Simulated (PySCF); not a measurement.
# Computed structure and properties of NdH3(NH3)

System: NdH3(NH3) (singlet in the valence; each metal's 4f electrons, 3 of them, lie in its core potential, out of spins and levels); start: template (C3v). Method: PySCF 2.14.0, RKS PBE0, Nd lcecp-1-SVP with ECP49, H def2-SVP, N def2-SVP; non-relativistic Hamiltonian with scalar-relativistic core potentials where named; density fitting; no spin-orbit coupling.

Input of the relaxation:

```python
mol = gto.M(atom='''
Nd     0.15291    -0.15291     0.15291
H      1.45921     1.15339     1.45921
H     -1.15339    -1.45921     1.45921
H      1.45921    -1.45921    -1.15339
N     -1.33809     1.33809    -1.33809
H     -1.95129     1.95129    -0.80099
H     -0.80099     1.95129    -1.95129
H     -1.95129     0.80099    -1.95129''',
    basis={'Nd': 'lcecp-1-SVP', 'H': 'def2-SVP', 'N': 'def2-SVP'},
    ecp={'Nd': 'lcecp-1-SVP'},
    charge=0, spin=0)
mf = dft.RKS(mol, xc='PBE0')
mf.grids.atom_grid = (50, 194)  # f atoms: unpruned, at least (60, 302)
mf = mf.density_fit()  # fitting sets: Nd AutoAux, H def2-universal-JKFIT, N def2-universal-JKFIT
mf.conv_tol = 1e-08; mf.max_cycle = 55
mf.kernel(dm0)  # dm0: converged density of the start geometry
# quasi-Newton relaxation in Cartesian coordinates to a largest gradient under 0.00045 Eh/bohr, steps kept in the point group
```

Run from Python with OMP_NUM_THREADS=2; the lines above give its settings. Where DIIS fails, smearing, a level shift and second-order steps follow.
It took 27 s on 2 threads of Arm Neoverse V1 (shared host), from the converged density of the start.

Course of the relaxation:

```json
{"step": "0", "energy above end (eV)": "0.3918", "largest force component within the symmetry (eV/Å)": "0.970"}
{"step": "1", "energy above end (eV)": "0.1946", "largest force component within the symmetry (eV/Å)": "0.685"}
{"step": "2", "energy above end (eV)": "0.0146", "largest force component within the symmetry (eV/Å)": "0.065"}
{"step": "3", "energy above end (eV)": "0.0116", "largest force component within the symmetry (eV/Å)": "0.052"}
{"step": "4", "energy above end (eV)": "0.0034", "largest force component within the symmetry (eV/Å)": "0.044"}
{"step": "5", "energy above end (eV)": "0.0023", "largest force component within the symmetry (eV/Å)": "0.045"}
{"step": "6", "energy above end (eV)": "0.0013", "largest force component within the symmetry (eV/Å)": "0.050"}
{"step": "7", "energy above end (eV)": "0.0006", "largest force component within the symmetry (eV/Å)": "0.041"}
{"step": "8", "energy above end (eV)": "0.0002", "largest force component within the symmetry (eV/Å)": "0.022"}
{"step": "9", "energy above end (eV)": "0.0000", "largest force component within the symmetry (eV/Å)": "0.011"}
{"step": "10", "energy above end (eV)": "0.0000", "largest force component within the symmetry (eV/Å)": "0.005"}
```

Relaxed geometry (C3v):

```xyz
8

Nd    0.2490   -0.2490    0.2490
H     1.2711    1.2562    1.2711
H    -1.2562   -1.2711    1.2711
H     1.2711   -1.2711   -1.2562
N    -1.2456    1.2456   -1.2456
H    -1.8568    1.8568   -0.6996
H    -0.6996    1.8568   -1.8568
H    -1.8568    0.6996   -1.8568
```

```
     contact      Å
  Nd1–H2 (H)  2.087
  Nd1–H3 (H)  2.087
  Nd1–H4 (H)  2.087
Nd1–N5 (NH3)  2.589
```

On the finer grid (75, 302):

```yaml
HOMO: -6.10 eV
LUMO: -0.64 eV
Dipole_about_the_centre_of_mass: 6.03 D
Set_of_Mulliken_populations_of_Nd1_outside_the_core_potential: s 2.56, p 6.46, d 1.40, f 0.03
D3_BJ_dispersion_energy_not_in_the_energies: -0.099 eV
```

| atom | Mulliken (e) | Löwdin (e) | spin (e) |
| --- | --- | --- | --- |
| Nd1 | 0.55 | 0.30 | 0.00 |
| H2 | -0.25 | -0.20 | 0.00 |
| H3 | -0.25 | -0.20 | 0.00 |
| H4 | -0.25 | -0.20 | 0.00 |
| N5 | -0.31 | -0.02 | 0.00 |
| H6 | 0.17 | 0.11 | 0.00 |
| H7 | 0.17 | 0.11 | 0.00 |
| H8 | 0.17 | 0.11 | 0.00 |

The 4f levels lie in the core potential and are missing. Their spin isn't counted.

On the grid (50, 194), as all that follows. Harmonic modes: a minimum within the noise of the softest modes; lowest -11 cm⁻¹ (negative: unstable), highest 3609 cm⁻¹, zero-point energy 1.361 eV.

Taking off one H (charge -1, singlet; the rest: singlet) in vacuum, both parts rigid, costs 8.71 eV; the small basis without counterpoise inflates it. Most of it is the attraction of opposite charges; other ways to part are cheaper, and one spin state was tried for the rest.

Rigid scan of H along the line from its metal:

| distance to H2 (Å) | energy (eV) |
| --- | --- |
| 1.79 | 0.425 |
| 1.89 | 0.169 |
| 1.99 | 0.038 |
| 2.09 | 0.000 |
| 2.19 | 0.031 |
| 2.29 | 0.111 |
| 2.49 | 0.367 |
| 2.79 | 0.862 |
| 3.19 | 1.550 |
| 3.69 | 2.317 |

Taking off one NH3 (charge 0, singlet; the rest: singlet) in vacuum, both parts rigid, costs 1.42 eV; the small basis without counterpoise inflates it.

Rigid scan of NH3 along the line from its metal:

(distance to N5 (Å), energy (eV)): (2.29, 0.303), (2.39, 0.116), (2.49, 0.025), (2.59, 0.000), (2.69, 0.019), (2.79, 0.067), (2.99, 0.206), (3.29, 0.443), (3.69, 0.714), (4.19, 0.953)

One start shape was tried, so this needn't be the lowest isomer.

An lcecp potential fixes the number of 4f electrons, so in runs with it no electron can move into or out of that shell.
